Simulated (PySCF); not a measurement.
PySCF job for C2H8F2Si2, SMILES [SiH2](F)C([SiH2]F)C, TDDFT-PBE/def2-SVPD. The structure is a stationary point at B3LYP-D3(BJ)/def2-SVP. The structure was generated by enumeration, and PubChem lists no compound with its InChIKey, so it may never have been made. One conformer was computed; it need not be the lowest.

```python
import numpy as np
from pyscf import gto, scf, dft, tdscf

mol = gto.M(
    atom='''
    C     0.12561872   -1.65609624    1.46962865
    C     0.23521369   -0.95327394    0.09645467
    Si   -1.42330924   -0.34572458   -0.54100772
    F    -1.78384557    1.03876350    0.25178285
    Si    1.49803662    0.43868432    0.16127729
    F     1.29461029    1.37780709   -1.16114182
    H    -0.28231120   -0.97543340    2.23424882
    H     1.10509261   -2.00906645    1.83416219
    H    -0.53854584   -2.53364137    1.42373625
    H     0.60305438   -1.66920117   -0.66413086
    H    -2.49549154   -1.32863916   -0.22072376
    H    -1.38922352   -0.05691972   -1.99653623
    H     1.30360062    1.27768761    1.37133917
    H     2.88576411   -0.09913680    0.12186095
    ''',
    basis='def2-SVPD',
    charge=0,
    spin=0,
    max_memory=1600,
    verbose=4,
)
mf = dft.RKS(mol, xc='pbe').density_fit(auxbasis='def2-universal-jkfit')
mf.grids.level = 3
mf.conv_tol = 1e-9
mf.max_cycle = 100
mf.kernel()
mf.grids = dft.Grids(mol).set(level=1).build(with_non0tab=True)  # coarser grid for the response kernel
td = tdscf.TDDFT(mf)
td.singlet = True
td.nstates = 10
td.conv_tol = 1e-4
td.positive_eig_threshold = 1e-6
td.kernel(x0=td.get_init_guess(mf, 15))
td.analyze()
tt = tdscf.TDA(mf)
tt.singlet = False
tt.nstates = 4
tt.conv_tol = 1e-4
tt.positive_eig_threshold = 1e-6
tt.kernel(x0=tt.get_init_guess(mf, 9))
tt.analyze(verbose=3)
```

Program output:

```
PySCF version 2.14.0

[INPUT] verbose = 4
[INPUT] num. atoms = 14
[INPUT] num. electrons = 66
[INPUT] charge = 0
[INPUT] spin (= nelec alpha-beta = 2S) = 0
[INPUT] symmetry False subgroup None
[INPUT] Mole.unit = angstrom
[INPUT] Symbol           X                Y                Z      unit          X                Y                Z       unit  Magmom
[INPUT]  1 C      0.125618720000  -1.656096240000   1.469628650000 AA    0.237384976918  -3.129568329522   2.777195653314 Bohr   0.0
[INPUT]  2 C      0.235213690000  -0.953273940000   0.096454670000 AA    0.444489454848  -1.801426668285   0.182272909735 Bohr   0.0
[INPUT]  3 Si    -1.423309240000  -0.345724580000  -0.541007720000 AA   -2.689664654163  -0.653324770730  -1.022356422075 Bohr   0.0
[INPUT]  4 F     -1.783845570000   1.038763500000   0.251782850000 AA   -3.370979575819   1.962978523195   0.475800629362 Bohr   0.0
[INPUT]  5 Si     1.498036620000   0.438684320000   0.161277290000 AA    2.830878936369   0.828993219941   0.304769908212 Bohr   0.0
[INPUT]  6 F      1.294610290000   1.377807090000  -1.161141820000 AA    2.446458886144   2.603678052584  -2.194240031579 Bohr   0.0
[INPUT]  7 H     -0.282311200000  -0.975433400000   2.234248820000 AA   -0.533490849897  -1.843301978753   4.222118363933 Bohr   0.0
[INPUT]  8 H      1.105092610000  -2.009066450000   1.834162190000 AA    2.088322375181  -3.796585356552   3.466064207132 Bohr   0.0
[INPUT]  9 H     -0.538545840000  -2.533641370000   1.423736250000 AA   -1.017704143124  -4.787888287168   2.690471586115 Bohr   0.0
[INPUT] 10 H      0.603054380000  -1.669201170000  -0.664130860000 AA    1.139607616419  -3.154333058104  -1.255025436272 Bohr   0.0
[INPUT] 11 H     -2.495491540000  -1.328639160000  -0.220723760000 AA   -4.715795556769  -2.510764130772  -0.417107455584 Bohr   0.0
[INPUT] 12 H     -1.389223520000  -0.056919720000  -1.996536230000 AA   -2.625251978604  -0.107562681887  -3.772906672472 Bohr   0.0
[INPUT] 13 H      1.303600620000   1.277687610000   1.371339170000 AA    2.463448147613   2.414479655650   2.591455455188 Bohr   0.0
[INPUT] 14 H      2.885764110000  -0.099136800000   0.121860950000 AA    5.453303827999  -0.187341400866   0.230283820779 Bohr   0.0

nuclear repulsion = 393.239545224112
number of shells = 86
number of NR pGTOs = 290
number of NR cGTOs = 198
basis = def2-SVPD
ecp = {}


[settings echo left out]
init E= -858.891059976474
  HOMO = -0.326677686987602  LUMO = -0.0710179690594281  gap/eV = 6.95686
cycle= 1 E= -858.70194014804  delta_E= 0.189  |g|= 0.799  |ddm|= 4.82
  HOMO = -0.198033453993062  LUMO = -0.0263394891548789  gap/eV = 4.67203
cycle= 2 E= -858.307516533408  delta_E= 0.394  |g|= 1.69  |ddm|= 2.47
  HOMO = -0.259228842379382  LUMO = -0.0401663592417791  gap/eV = 5.96099
cycle= 3 E= -858.824781248188  delta_E= -0.517  |g|= 0.165  |ddm|= 1.66
  HOMO = -0.272577688746326  LUMO = -0.041783931493272  gap/eV = 6.28022
cycle= 4 E= -858.829716081802  delta_E= -0.00493  |g|= 0.0795  |ddm|= 0.293
  HOMO = -0.267303686355977  LUMO = -0.0409189152676244  gap/eV = 6.16024
cycle= 5 E= -858.831240179506  delta_E= -0.00152  |g|= 0.0137  |ddm|= 0.117
  HOMO = -0.268893324345121  LUMO = -0.0417913532468597  gap/eV = 6.17976
cycle= 6 E= -858.83129198721  delta_E= -5.18e-05  |g|= 0.00498  |ddm|= 0.0302
  HOMO = -0.268533572551628  LUMO = -0.0415779003446097  gap/eV = 6.17578
cycle= 7 E= -858.831298247098  delta_E= -6.26e-06  |g|= 0.00116  |ddm|= 0.00751
  HOMO = -0.268471010301815  LUMO = -0.0415144963781859  gap/eV = 6.17580
cycle= 8 E= -858.831298536442  delta_E= -2.89e-07  |g|= 0.000336  |ddm|= 0.00166
  HOMO = -0.268473804072649  LUMO = -0.0415226932505743  gap/eV = 6.17565
cycle= 9 E= -858.831298558639  delta_E= -2.22e-08  |g|= 0.000123  |ddm|= 0.000535
  HOMO = -0.268479280764943  LUMO = -0.041527448878881  gap/eV = 6.17567
cycle= 10 E= -858.831298561175  delta_E= -2.54e-09  |g|= 4.07e-05  |ddm|= 0.000162
  HOMO = -0.268482112259539  LUMO = -0.0415287142523173  gap/eV = 6.17572
cycle= 11 E= -858.83129856152  delta_E= -3.45e-10  |g|= 1.04e-05  |ddm|= 7.3e-05
  HOMO = -0.26848068569651  LUMO = -0.0415279624917155  gap/eV = 6.17570
Extra cycle  E= -858.831298561503  delta_E= 1.64e-11  |g|= 1.47e-05  |ddm|= 4e-05
converged SCF energy = -858.831298561503
tot grids = 53560
Overwritten attributes  positive_eig_threshold  of <class 'pyscf.tdscf.rks.CasidaTDDFT'>


******** <class 'pyscf.tdscf.rks.CasidaTDDFT'> for <class 'pyscf.df.df_jk.DFRKS'> ********
nstates = 10 singlet
deg_eia_thresh = 1.000e-03
wfnsym = None
conv_tol = 0.0001
eigh lindep = 1e-12
eigh level_shift = 0
eigh max_cycle = 100


Excitation energies (eV)
[6.30463736 6.8042271  6.90522075 7.0523927  7.19208988 7.30494739
 7.47968412 7.62121552 7.79659796 7.84346047]

** Singlet excitation energies and oscillator strengths **
Excited State   1:      6.30464 eV    196.66 nm  f=0.0281
      33 -> 34        0.70334
Excited State   2:      6.80423 eV    182.22 nm  f=0.0095
      32 -> 34        0.13123
      33 -> 35       -0.69275
Excited State   3:      6.90522 eV    179.55 nm  f=0.0036
      32 -> 34       -0.69189
      33 -> 35       -0.13205
Excited State   4:      7.05239 eV    175.80 nm  f=0.0041
      31 -> 34       -0.70051
Excited State   5:      7.19209 eV    172.39 nm  f=0.0006
      33 -> 36       -0.69203
Excited State   6:      7.30495 eV    169.73 nm  f=0.0022
      30 -> 34       -0.69393
Excited State   7:      7.47968 eV    165.76 nm  f=0.0036
      32 -> 35       -0.70132
Excited State   8:      7.62122 eV    162.68 nm  f=0.0079
      31 -> 35        0.69560
Excited State   9:      7.79660 eV    159.02 nm  f=0.0436
      30 -> 35        0.23251
      32 -> 36        0.50621
      33 -> 37       -0.41593
Excited State  10:      7.84346 eV    158.07 nm  f=0.0679
      30 -> 35        0.36689
      32 -> 36       -0.47351
      33 -> 37       -0.35982

** Transition electric dipole moments (AU) **
state          X           Y           Z        Dip. S.      Osc.
  1         0.4214      0.0154      0.0661      0.1822      0.0281
  2         0.1869     -0.1165      0.0906      0.0567      0.0095
  3        -0.0568     -0.0948     -0.0944      0.0211      0.0036
  4         0.1392     -0.0254     -0.0626      0.0239      0.0041
  5        -0.0462      0.0332     -0.0017      0.0032      0.0006
  6        -0.0037     -0.1102     -0.0094      0.0122      0.0022
  7        -0.0328      0.1356      0.0035      0.0195      0.0036
  8         0.0085      0.0409     -0.2018      0.0425      0.0079
  9        -0.4612     -0.1135     -0.0512      0.2282      0.0436
 10        -0.4982     -0.1907     -0.2621      0.3532      0.0679

** Transition velocity dipole moments (imaginary part, AU) **
state          X           Y           Z        Dip. S.      Osc.
  1         0.1017      0.0060      0.0183      0.0107      0.0309
  2         0.0483     -0.0285      0.0234      0.0037      0.0098
  3        -0.0144     -0.0251     -0.0246      0.0014      0.0038
  4         0.0384     -0.0062     -0.0195      0.0019      0.0049
  5        -0.0128      0.0083     -0.0001      0.0002      0.0006
  6         0.0011     -0.0334     -0.0036      0.0011      0.0028
  7        -0.0101      0.0385     -0.0022      0.0016      0.0038
  8         0.0033      0.0138     -0.0597      0.0038      0.0090
  9        -0.1350     -0.0346     -0.0190      0.0198      0.0461
 10        -0.1510     -0.0528     -0.0717      0.0307      0.0711

** Transition magnetic dipole moments (imaginary part, AU) **
state          X           Y           Z
  1         0.2621      0.0239     -0.7946
  2         0.0570      0.3472     -0.3043
  3        -0.1711     -0.2261      0.2769
  4        -0.9174     -0.3669     -0.2775
  5         0.2325     -0.5523      0.3634
  6        -0.2159     -0.6487      0.2683
  7        -0.6419      0.1964     -0.2574
  8        -0.4608      0.1809      0.2524
  9        -0.2832     -0.5739      0.8429
 10         0.6242      0.4912      0.7715
Overwritten attributes  positive_eig_threshold  of <class 'pyscf.tdscf.rks.TDA'>


******** <class 'pyscf.tdscf.rks.TDA'> for <class 'pyscf.df.df_jk.DFRKS'> ********
nstates = 4 triplet
deg_eia_thresh = 1.000e-03
wfnsym = None
conv_tol = 0.0001
eigh lindep = 1e-12
eigh level_shift = 0
eigh max_cycle = 100


Excitation energies (eV)
[5.98939905 6.60727998 6.6749588  6.78054428]

** Triplet excitation energies and oscillator strengths **
Excited State   1:      5.98940 eV    207.01 nm  f=0.0000
Excited State   2:      6.60728 eV    187.65 nm  f=0.0000
Excited State   3:      6.67496 eV    185.75 nm  f=0.0000
Excited State   4:      6.78054 eV    182.85 nm  f=0.0000
```

The calculation finished and met its thresholds.

Cost: very roughly 100 core-seconds.
